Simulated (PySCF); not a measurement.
Molecule: `P[Si@@H]1[C@H](C#CC)C1`, C₅H₉PSi.

Cartesian coordinates in Å; atom numbers follow the order of the lines, from 1:
```xyz
16

C     3.0910    0.6472    0.0167
C     1.8138    0.0806    0.3956
C     0.7667   -0.4065    0.7285
C    -0.4998   -0.9453    1.0822
C    -1.2713   -1.7257    0.0075
Si   -2.0846   -0.0852    0.4507
P    -1.7433    1.5450   -1.0216
H     3.8396    0.4324    0.7798
H     3.0043    1.7286   -0.0950
H     3.4232    0.2221   -0.9307
H    -0.5147   -1.3879    2.0716
H    -1.6941   -2.6631    0.3386
H    -0.7593   -1.8259   -0.9402
H    -3.2518   -0.1414    1.3273
H    -1.1388    2.4109   -0.1237
H    -2.9885    2.1231   -0.8312
```

Frames of a GFN2-xTB Langevin trajectory at 600 K; GIAO PBE0/pcSseg-1 shieldings in PySCF 2.14.0 with density-fitted response routines, gas phase, non-relativistic; equivalent atoms averaged within each frame.

Shifts are taken against calculated references (same method and geometry level): ¹³C (σref 186.93) and ²⁹Si (σref 349.16) and ¹H (σref 31.72) against TMS; ³¹P (σref 318.38) against H3PO4. The references are static minima.

Task: How do the shifts (ppm) fluctuate along the trajectory?

Result: 
| time (fs) | C3 | C2 | C5 | C1 | C4 | Si6 | P7 | H14 | H8/H9/H10 | H11 |
| --- | --- | --- | --- | --- | --- | --- | --- | --- | --- | --- |
| 250 | 99.1 | 73.9 | 16.8 | 15.3 | -0.4 | -88.0 | -309.8 | 5.81 | 3.68 | 1.12 |
| 425 | 93.3 | 87.9 | 18.7 | -2.1 | 12.1 | -105.7 | -253.7 | 4.98 | 0.89 | 4.20 |
| 625 | 89.5 | 82.2 | 16.0 | 5.6 | 7.9 | -131.4 | -286.5 | 3.39 | 2.56 | 2.74 |
| 800 | 92.4 | 83.0 | 24.4 | 11.9 | 9.0 | -142.3 | -325.1 | 2.79 | 3.12 | 3.07 |
| 1000 | 89.6 | 82.3 | 8.0 | 6.7 | 6.3 | -134.2 | -303.5 | 3.60 | 2.51 | 2.28 |
| mean of frames | 92.8 | 81.9 | 16.8 | 7.5 | 7.0 | -120.3 | -295.7 | 4.11 | 2.55 | 2.68 |
| standard deviation | 3.9 | 5.0 | 5.9 | 6.6 | 4.7 | 22.7 | 27.3 | 1.24 | 1.04 | 1.12 |

5 frames give an uncertainty of the mean of about the standard deviation over 2.2 at best, since frames this close in time may not be independent; classical motion lacks zero-point vibration, and the reference would need the same averaging.
